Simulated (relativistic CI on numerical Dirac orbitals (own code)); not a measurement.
V⁺ in a cubic cluster: 2p photoemission with charge transfer

Computed with a charge-transfer multiplet model of a cubic metal-ligand cluster with up to one ligand hole, Slater and spin-orbit integrals from Dirac-Coulomb-Breit ions, Slater integrals scaled by 0.8. The ground state mixes d4 with configurations of k ligand holes L, whose averages lie at kΔ + k(k − 1)U_dd/2; a core hole lowers each added d electron by U_cd. 300 K, Lorentzian 0.6 eV and Gaussian 0.8 eV FWHM.

Atomic integrals in eV (Slater integrals scaled, ζ unscaled), ground: F2dd 6.042, F4dd 3.713, zeta_d 0.015; with the core hole: F2dd 7.850, F4dd 4.885, zeta_d 0.030, zeta_core 4.613, F2cd 4.315, G1cd 3.109, G3cd 1.763.

Cluster parameters (eV): Δ = 5.9, U_dd = 5.7, U_cd = 7.3, 10Dq = 0.7, 10Dq(ligand) = 1.3, final-state hopping factor = 0.8.

| Case | n_d | d4 | d5L | S |
| --- | --- | --- | --- | --- |
| V(eg) = 1.55 eV, V(t2g) = -0.82 eV | 4.16 | 0.84 | 0.16 | 2.00 |
| V(eg) = 1.85 eV, V(t2g) = -0.97 eV | 4.20 | 0.80 | 0.20 | 2.00 |
| V(eg) = 2.45 eV, V(t2g) = -1.29 eV | 4.25 | 0.75 | 0.25 | 2.00 |

Weights, n_d and S are thermal averages at 300 K. Binding energies count from the first peak over 30 % of the highest in each spectrum, which can be another peak from case to case. The parameters are a model scan and need not match a compound or its usual spin state. Peaks in eV (height, largest 100):
- V(eg) = 1.55 eV, V(t2g) = -0.82 eV: 0.0 (99), 0.8 (97), 2.8 (100), 3.7 (98), 8.7 (84), 10.5 (54), 14.8 (26)
- V(eg) = 1.85 eV, V(t2g) = -0.97 eV: 0.0 (100), 0.7 (96), 2.9 (72), 3.9 (70), 8.6 (86), 10.6 (39), 15.6 (16)
- V(eg) = 2.45 eV, V(t2g) = -1.29 eV: 0.0 (100), 3.4 (42), 4.2 (42), 8.7 (72), 17.1 (9)

Curve for V(eg) = 1.55 eV, V(t2g) = -0.82 eV (points under 2 left out, the grid thinned):

(E (eV), Intensity): (-3.7, 2.5), (-3.2, 3.1), (-2.7, 4.1), (-2.2, 5.7), (-1.7, 9.0), (-1.2, 18.4), (-0.6, 59.5), (-0.1, 97.4), (0.4, 95.3), (0.9, 96.5), (1.4, 89.8), (1.9, 85.6), (2.4, 93.9), (2.9, 100.0), (3.4, 97.5), (3.9, 97.7), (4.4, 87.5), (5.0, 67.6), (5.5, 57.6), (6.0, 55.6), (6.5, 57.3), (7.0, 59.6), (7.5, 69.3), (8.0, 80.8), (8.5, 83.8), (9.0, 82.7), (9.5, 67.1), (10.0, 53.3), (10.6, 54.4), (11.1, 50.7), (11.6, 48.4), (12.1, 40.7), (12.6, 30.3), (13.1, 24.8), (13.6, 21.9), (14.1, 22.3), (14.6, 25.1), (15.1, 24.4), (15.6, 18.2), (16.2, 11.0), (16.7, 8.4), (17.2, 6.7), (17.7, 4.7), (18.2, 3.1), (18.7, 2.0)

For the case V(eg) = 2.45 eV, V(t2g) = -1.29 eV, Δ = 5.9 eV is larger than U_dd = 5.7 eV, the Mott-Hubbard side of the Zaanen-Sawatzky-Allen scheme. With the core hole the average of the configuration with one ligand hole lies at Δ − U_cd = -1.4 eV before mixing: the effective hopping of about 3.7 eV (from the holes of the mixed ground state) is comparable with this gap or larger, so the configurations mix strongly.

With at most 1 ligand hole the space is cut while the next configuration still counts, so covalency is underestimated, and a final configuration with one more ligand hole, which can lie low, is missing from the spectra.
